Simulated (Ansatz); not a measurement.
Two structures of BH2ClO2, singlet, reached by relaxing down either side of one saddle point (PBE0-D4/def2-TZVP). Energies are electronic, without zero-point energy. Ansatz 0.2.0; basis: def2-TZVPP and def2-QZVPP; cores frozen in the correlated methods. Extrapolation: Hartree–Fock as exp(−7.88 √X), correlation as X^−2.97. First:

```xyz
6
angstrom
B 0.1014 0.2203 -0.0797
O -0.0150 -0.8237 0.7789
O -0.6717 0.3046 -1.1817
H -1.2754 -0.4403 -1.2570
Cl 1.2744 1.5139 0.2143
H 0.5863 -0.7749 1.5251
```

Second:

```
6
angstrom
B 0.1060 0.6258 -0.5126
O -0.0012 -0.8369 0.3111
O -0.7117 0.7065 -1.4304
H -0.8642 -1.1859 0.0448
Cl 1.3879 1.5074 0.3139
H 0.0832 -0.8170 1.2732
```

**Question.** Which bonds change from the first to the second?

**Answer.** BH₂ClO₂ ([OH][B]([OH])[Cl]) → BClO + H₂O (still joined by a long B–O bond); bonds formed: O2–H4; bonds broken: O3–H4; bonds weakened to dative contacts: B1–O2.

**Question.** Give the saddle point's structure and its height above each. (To be estimated.)

**Answer.** Computed: 240.8 kJ/mol above the first and 41.5 kJ/mol above the second (CCSD(T) at an estimated basis limit (MP2 extrapolated from triple and quadruple zeta, plus CCSD(T) − MP2 in triple zeta)).
```csv
atom,x (Å),y (Å),z (Å)
B1,0.1736,0.4990,-0.3418
O2,0.0898,-0.8799,0.3730
O3,-0.8010,0.4200,-1.1616
H4,-0.7722,-0.7631,-0.3353
Cl5,1.4257,1.6019,0.1493
H6,-0.1159,-0.8779,1.3163
```

No T1 diagnostic of these runs exceeds 0.015.

Labels in which every atom is bracketed show which atoms are joined, not bond orders.

For scale, one of the runs: CCSD(T)/def2-TZVPP, 163 basis functions, launched by `ansatz run in.yaml --threads 2 --pin off --events-out ev --progress --plain --max-ram 4352MiB`. The run took 13 s on 2 CPU threads of an Intel Xeon 6975P-C (shared host), with 1.4 GiB of host memory at its peak.
